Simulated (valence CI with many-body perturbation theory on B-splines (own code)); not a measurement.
# Questions on I XL

Computed by relativistic CI+MBPT: four valence electrons over a frozen Dirac-Fock core [Ne], a basis of 11 s, 11 p, 10 d, 8 f, 5 g, 2 h functions for each j, with the one-electron correlation potential Σ1 (screened to all orders), the two-electron term Σ2, the three-electron term Σ3, Breit, model QED; selected single and double excitations, second order for the rest, scaled by the run's own slope (own B-spline code, finite nucleus).

No measured spectrum was set against this ion. As an estimate, large intervals hold to a few tenths of a per cent, small ones and those within an open d or f shell to about a per cent. Among the levels kept, up to 720 cm⁻¹ of a level comes from second order outside the variational space, and about a tenth of that is noise between levels of different J, which matters for small intervals.

Levels are named by their leading jj configuration (3d3/2^4 stands for four electrons in 3d with j = 3/2), which in mixed levels can hold well under half, so a name can repeat and another be missing.

Rates and lifetimes use the calculated energies. Strong lines usually hold to 10 to 20 %, long lifetimes can be off by a factor of two.

Problem. What is the ground level?

Solution. (3s^2 3p1/2^2) J=0, composition 73 % 3s2 3p2 3P + 26 % 3s2 3p2 1S.

Problem. What is the ionisation energy?

Solution. 2837.9 eV; NIST lists 2836 ± 4 eV (theoretical).

Problem. Among levels below 5100.2 × 10³ cm⁻¹, which E1 lines absorb most strongly from the ground level?

Solution. to (3s^2 3p1/2 3d3/2) J=1 at 5.245 nm, f = 0.654; to (3s 3p1/2^2 3p3/2) J=1 at 6.682 nm, f = 0.147; to (3s 3p1/2 3p3/2^2) J=1 at 4.779 nm, f = 0.0167.

Problem. Where does the other parity begin?

Solution. At (3s 3p1/2^2 3p3/2) J=2, 1340.0 × 10³ cm⁻¹.

Problem. Name the longest-lived excited levels whose lifetime is computed, and their main decay.

Solution. (3s^2 3p1/2 3p3/2) J=2 at 592.44 × 10³ cm⁻¹ lives 114 μs, mostly by E2 to (3s^2 3p1/2^2) J=0; (3s^2 3p3/2 3d5/2) J=4 at 2444.7 × 10³ cm⁻¹ lives 565 ns, mostly by M1 to (3s^2 3p1/2 3d5/2) J=3; (3s^2 3p1/2 3p3/2) J=1 at 542.13 × 10³ cm⁻¹ lives 478 ns, mostly by M1 to (3s^2 3p1/2^2) J=0.

Problem. How well does LS coupling describe the low levels?

Solution. Among the lowest 20 levels the leading LS term, summed over configurations, holds 61 % on average. For single configurations the figures are 56 % in LS and 81 % in jj coupling. Terms mix most in the J = 2 level at 1996.3 × 10³ cm⁻¹, where the leading one holds 38 %.
